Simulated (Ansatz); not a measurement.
Relaxation of C2H5NaSi (9 atoms, charge 0, multiplicity 1), to a largest force component of 0.015 eV/Å in at most 40 steps.

Computed with RKS r2SCAN-D4/STO-3G in Ansatz.

```xyz
9
Properties=species:S:1:pos:R:3
Na -1.991 2.811 1.053
C -0.757 1.291 -0.106
C -0.263 0.212 0.503
Si 0.775 -1.143 -0.300
H -0.494 1.329 -1.171
H -0.456 0.059 1.567
H 2.089 -1.252 0.353
H 0.114 -2.452 -0.176
H 0.983 -0.856 -1.723
```

Q: Where does it end, and by what steps?

A: The run converged. Limits of this set-up: minimal basis. After 7 steps the energy has fallen by 0.237 eV; Na1 moved furthest, 0.14 Å.

```tsv
step	energy less start (eV)	largest force component (eV/Å)	accepted
0	0.0000	1.985	yes
1	-0.1606	1.056	yes
2	-0.2343	0.178	yes
3	-0.2342	0.163	no
4	-0.2367	0.059	yes
5	-0.2368	0.049	yes
6	-0.2372	0.015	yes
7	-0.2374	0.003	yes
```

```xyz
9
Properties=species:S:1:pos:R:3
Na -1.934 2.770 0.934
C -0.784 1.315 -0.054
C -0.267 0.210 0.520
Si 0.759 -1.124 -0.282
H -0.520 1.359 -1.141
H -0.447 0.031 1.596
H 2.075 -1.272 0.315
H 0.152 -2.441 -0.199
H 0.966 -0.846 -1.688
```

Time of the run: 40 s on 1 thread of Arm Neoverse N1 (shared host), peak memory 0.14 GiB.
